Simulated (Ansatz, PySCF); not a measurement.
Molecule: C3H7O, net charge 1, singlet state. It need not be the lowest isomer of its formula. 
Geometry from a B3LYP-D3(BJ)/def2-TZVP (Ansatz, an electronic-structure program) optimisation:
```xyz
11

C     -1.5424     0.1497    -0.0617
C     -0.2127    -0.4833    -0.2233
C      0.9797     0.2386    -0.6510
O      0.8945    -0.0596     0.8294
H     -2.0888    -0.2847     0.7754
H     -2.1121    -0.0701    -0.9707
H     -1.4843     1.2343     0.0398
H     -0.1651    -1.5650    -0.2562
H      0.9113     1.2968    -0.8715
H      1.8227    -0.2912    -1.0729
H      0.6132     0.7268     1.3363
```
Charge +1, spin multiplicity 1.

Total electronic energies in hartree. Cores are frozen in the correlated levels unless marked. Spin-orbit coupling is left out. Non-relativistic unless marked X2C. CBS marks a two-point X^-3 extrapolation of the correlation energy; Hartree-Fock from the larger set. [CCSD(T)-MP2]/basis is that difference in the basis named.

```tsv
level	program	energy (Eh)
HF/def2-TZVPD	PySCF	-192.30918
PBE-D3(BJ)/def2-TZVPD	Ansatz + dftd3	(withheld)
r2SCAN-D3(BJ)/def2-TZVPD	Ansatz + dftd3	-193.39041
B3LYP-D3(BJ)/def2-TZVPD	Ansatz + dftd3	-193.51628
r2SCAN0/def2-TZVPD	Ansatz	-193.36518
HSE06-D3(BJ)/def2-TZVPD	Ansatz + dftd3	-193.26767
CAM-B3LYP-D3(BJ)/def2-TZVPD	Ansatz + dftd3	(withheld)
RPA@PBE/cc-pVTZ	Ansatz	(withheld)
RI-MP2/cc-pVTZ	Ansatz	-193.04366
RI-MP2/cc-pVQZ	Ansatz	-193.10543
SCS-MP2/6-31G*	Ansatz	-192.78013
CCSD/cc-pVTZ	Ansatz	-193.07746
CCSD/cc-pwCVTZ	Ansatz	-193.08764
X2C-CCSD(T)/cc-pVTZ-DK	Ansatz	-193.20432
RI-MP2/CBS(cc-pVTZ,cc-pVQZ)+[CCSD(T)-MP2]/cc-pVTZ	Ansatz	-193.2056
```

What belongs in the gaps?


- PBE-D3(BJ)/def2-TZVPD, energy (Eh): -193.26365
- CAM-B3LYP-D3(BJ)/def2-TZVPD, energy (Eh): -193.40812
- RPA@PBE/cc-pVTZ, energy (Eh): -193.47698
